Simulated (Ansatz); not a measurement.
Calculated with Ansatz (gas phase, PBE0-D4/def2-TZVP geometries, no zero-point term in ΔE). CCSD(T)/CBS is the MP2 limit (def2-TZVPP, def2-QZVPP) plus CCSD(T) − MP2 in def2-TZVPP, frozen cores. Functionals use def2-TZVPP. HSE06 is defined as in plane-wave codes. def2 core potentials past Kr. For I, In outer-core shells are correlated without core-valence functions, which leaves a few kJ/mol of doubt a bond. One conformer a species, not always the lowest.

Reaction (formal exchange of groups at a C–O bond): `CC[Si]OC` + `[Cl][InH][I]` → `[CH3][In]([Cl])[I]` + `CC[Si]O`

```
             level  ΔE (kcal/mol)  difference from CCSD(T)/CBS
         r2SCAN-D4          -22.0                          1.5
        r2SCANh-D4          -22.0                          1.5
          HSE06-D4          -21.7                          1.8
      CAM-B3LYP-D4          -20.0                          3.5
               PBE          -22.2                          1.3
           r2SCANh          -22.1                          1.4
             BHLYP          -20.4                          3.1
           LC-ωPBE          -21.6                          1.9
     HF/def2-TZVPP          -18.5                          5.0
    MP2/def2-TZVPP          -25.3                         -1.8
SCS-MP2/def2-TZVPP          -23.2                          0.3
CCSD(T)/def2-TZVPP          -22.7                          0.8
     HF/def2-QZVPP          -18.3                          5.2
SCS-MP2/def2-QZVPP          -23.6                         -0.1
     MP2/CBS(def2)          -26.1                         -2.6
    CCSD/CBS(def2)          -23.1                          0.4
       CCSD(T)/CBS          -23.5                            0
```

Largest T1 diagnostic among the species: 0.013.

Leaving LDA and LC-ωPBE aside and taking each functional with its dispersion term where it has one, the values, not all of them listed here, spread over 3.4 kcal/mol, from PBE-QIDH to B97M-V. LDA lies +1.5 kcal/mol from PBE without D4. The D4 term adds +0.8 kcal/mol with B3LYP and +0.4 kcal/mol with PBE0; it sums over pairs of atoms, weighted by their polarisabilities, and B3LYP, whose exchange is more repulsive, gets the larger term.

B3LYP here is the variant with VWN-RPA as its local correlation; programs differ in this.
